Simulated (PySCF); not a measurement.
PySCF input file for C2H8Hf, SMILES [CH3][HfH2][CH3], multiplicity 1, IEF-PCM-B3LYP/def2-SVP. Coordinates come from a r2SCAN-D4/def2-SVP optimisation. The spin state was assumed, not searched. The structure was generated by enumeration; whether it is a known compound was not checked. The def2 effective core potentials stand for the cores of Hf; spin–orbit coupling is left out.

```python
import numpy as np
from pyscf import gto, scf, dft
from pyscf.solvent import pcm

mol = gto.M(
    atom='''
    Hf   -0.00000000    0.00000000    0.23633592
    C    -1.79160094   -0.00000000   -1.01960477
    H    -2.40346030    0.89273915   -0.77740245
    H    -1.61558327    0.00000000   -2.11052668
    H    -2.40346030   -0.89273915   -0.77740246
    C     1.79160094   -0.00000000   -1.01960477
    H     2.40346031   -0.89273914   -0.77740245
    H     1.61558327    0.00000001   -2.11052667
    H     2.40346031    0.89273915   -0.77740245
    H     0.00000000   -1.54980732    1.27486712
    H    -0.00000000    1.54980731    1.27486711
    ''',
    basis='def2-SVP',
    ecp={'Hf': 'def2-svp'},
    charge=0,
    spin=0,
    max_memory=1600,
    verbose=3,
)
mf = dft.RKS(mol, xc='b3lyp').density_fit(auxbasis='def2-universal-jkfit')
mf.grids.level = 3
mf.conv_tol = 1e-9
mf.max_cycle = 100
mf.kernel()
res = {}
for name, eps in {'water': 78.355, 'N,N-dimethylformamide': 37.219, 'acetonitrile': 35.688}.items():
    s = mf.PCM()
    s.with_solvent.method, s.with_solvent.eps, s.with_solvent.lebedev_order = 'IEF-PCM', eps, 29
    s.kernel(mf.make_rdm1())
    res[name] = (s.e_tot, eps, s.dip_moment(), s.mo_energy, s.converged)
    print(f'{name}: electrostatic solvation free energy {(s.e_tot - mf.e_tot) * 627.509474:.3f} kcal/mol')
```

Program output:

```
converged SCF energy = -128.950501044369

WARN: PCM is an experimental feature. It is still in testing.
Features and APIs may be changed in the future.

converged SCF energy = -128.959520918552
Dipole moment(X, Y, Z, Debye):  0.00000,  0.00000, -1.74690
water: electrostatic solvation free energy -5.660 kcal/mol

WARN: PCM is an experimental feature. It is still in testing.
Features and APIs may be changed in the future.

converged SCF energy = -128.959304109229
Dipole moment(X, Y, Z, Debye):  0.00000,  0.00000, -1.73501
N,N-dimethylformamide: electrostatic solvation free energy -5.524 kcal/mol

WARN: PCM is an experimental feature. It is still in testing.
Features and APIs may be changed in the future.

converged SCF energy = -128.959286589415
Dipole moment(X, Y, Z, Debye):  0.00000,  0.00000, -1.73406
acetonitrile: electrostatic solvation free energy -5.513 kcal/mol
```

The calculation finished and met its thresholds.
